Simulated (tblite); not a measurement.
Compound: C₄H₁₁NSi.
Atom-mapped SMILES: `[CH3:1][C@@H:2]1[CH2:3][CH2:4][Si@@H:5]1[NH2:6]` (hydrogens: H7, H8, H9 on C1; H10 on C2; H11, H12 on C3; H13, H14 on C4; H15 on Si5; H16, H17 on N6)

A start from a force field or distance geometry was refined with tblite, GFN2-xTB geometry optimisation, gas phase. Values at the start:

```csv
coordinate,start
C1–C2,1.502 Å
C1–H7,1.109 Å
C2–C3,1.502 Å
C2–Si5,1.869 Å
C2–H10,1.111 Å
C3–C4,1.504 Å
C3–H11,1.121 Å
C3–H12,1.126 Å
C4–Si5,1.870 Å
C4–H13,1.097 Å
C4–H14,1.098 Å
Si5–N6,1.785 Å
Si5–H15,1.450 Å
N6–H16,1.051 Å
C1–C2–C3,115.2°
C1–C2–Si5,109.1°
C2–C3–C4,100.7°
C2–Si5–C4,76.5°
C2–Si5–N6,114.0°
C3–C2–Si5,91.2°
C3–C4–Si5,91.1°
C4–Si5–N6,111.8°
C1–C2–C3–C4,-105°
```

How do these coordinates change at the GFN2-xTB level?

```
 coordinate  GFN2-xTB (Å or °)  change
     Si5–N6              1.722  -0.063
     C2–Si5              1.917  +0.048
     C4–Si5              1.917  +0.047
     N6–H16              1.006  -0.045
      C2–C3              1.546  +0.044
      C3–C4              1.544  +0.040
     C3–H12              1.090  -0.036
     C3–H11              1.089  -0.032
      C1–C2              1.522  +0.020
     C2–H10              1.091  -0.020
      C1–H7              1.091  -0.018
    Si5–H15              1.462  +0.012
     C4–H14              1.088  -0.010
     C4–H13              1.089  -0.008
  C4–Si5–N6              123.5   +11.7
  C1–C2–Si5              117.1    +8.0
   C1–C2–C3              113.3    -1.9
  C2–Si5–C4               76.7    +0.2
  C3–C2–Si5               91.0    -0.2
  C2–Si5–N6              114.2    +0.2
  C3–C4–Si5               91.0    -0.1
   C2–C3–C4              100.7     0.0
C1–C2–C3–C4               -113      -8
```

The energy falls by 55.1 kJ/mol over 83 L-BFGS steps, the largest force on an atom goes from 2.20 to 0.009 eV/Å, and the atoms move by 0.255 Å rms after alignment. The bond that changes most is Si5–N6 (SiH silicon to silicon-bound nitrogen), which shortens by 0.063 Å. Bonds longer at the end by more than 0.005 Å: 6 of 17; shorter: 11. Among the dihedrals that turn most is C4–Si5–N6–H17, from -14° to -50°. Rotational constants go from 3712, 2831, 2020 to 3618, 2677, 1836 MHz.

The run took 1.5 s on Intel Xeon at 2.50 GHz, one thread, on a shared host.

Its GFN2-xTB frequencies are all real (lowest 22 cm⁻¹). One conformer, not necessarily the lowest.

The numbers are calculated, not measured.
